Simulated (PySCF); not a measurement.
H₄MoO: fields on a plane

Computed with PySCF, PBE0, basis Mo def2-TZVP with ECP28, O def2-TZVP, H def2-TZVP (scalar-relativistic core potentials, no spin–orbit coupling, density fitting).

The singlet minimum has Mo–H 1.654 Å (×2), Mo–H 1.709 Å (×2), Mo–O 1.643 Å; H–Mo–H 58.4°, H–Mo–H 66.0° (×2), H–Mo–H 118.6° (×2), H–Mo–H 130.5°, H–Mo–O 101.8° (×2), H–Mo–O 113.3° (×2).

The plane holds Mo1 at (0.00, 0.00), O2 at (1.64, 0.00), H3 at (-0.68, 1.57) Å. Columns run from x = -2.55 to 4.05 Å, rows from y = 3.75 (top) to -1.95 Å, in steps of 0.3 Å. Other isomers or separated fragments may lie lower. Core electrons replaced by a potential are absent, the electrostatic potential uses the reduced nuclear charge, and values within about 0.7 Å of such atoms have no physical meaning.

Question: Give the electrostatic potential (V) (cut at 20 V). Lower edges of the bins (V): '0' -0.92, '1' -0.80, '2' -0.60, '3' -0.29, '4' 0.20, '5' 0.98, '6' 2.22, '7' 4.18, '8' 7.28, '9' 12.20; top 20.0.

Answer: 
```
33333333333333333333333
33333333333333333333333
33333333333333333333333
33333333333333333333333
33333444333333333333333
33334565433333322222233
33345798654443322222222
44446999765543322122222
44456899877654321111222
44556789998765432001122
45567899999987764200122
55667999999999997400112
55678999999999999510112
55678999999999999510012
55667999999999997400112
45567899999987764200122
44456788998765432001122
44445788777654321011222
43345677655543221112222
33334566544433222222222
```

Question: Give the highest occupied orbital (Å^-3/2) at -8.60 eV (cut at ±0.3; overall sign arbitrary). Every second row and column.

Answer: 
```
 0.00  0.01  0.01  0.01  0.01  0.01  0.01  0.00  0.00  0.00  0.00  0.00
 0.01  0.01  0.03  0.03  0.03  0.02  0.01  0.01  0.00  0.00  0.00  0.00
 0.01  0.03  0.07  0.10  0.09  0.05  0.03  0.01  0.01  0.00  0.00  0.00
 0.02  0.06  0.16  0.30  0.22  0.09  0.05  0.03  0.02  0.01  0.00  0.00
 0.02  0.07  0.21  0.30  0.30  0.11  0.07  0.07  0.04  0.02  0.01  0.00
 0.02  0.05  0.13  0.26  0.15 -0.04  0.10  0.22  0.10  0.03  0.01  0.00
 0.00  0.01  0.03  0.07  0.05 -0.17  0.06  0.30  0.07  0.01  0.00  0.00
-0.01 -0.03 -0.08 -0.13  0.23  0.30 -0.09 -0.30 -0.12 -0.02 -0.01  0.00
-0.02 -0.06 -0.14 -0.23 -0.08  0.03 -0.05 -0.11 -0.07 -0.02 -0.01  0.00
-0.02 -0.06 -0.14 -0.26 -0.16 -0.06 -0.04 -0.04 -0.03 -0.01  0.00  0.00
```

Stability towards spin polarisation was not tested.
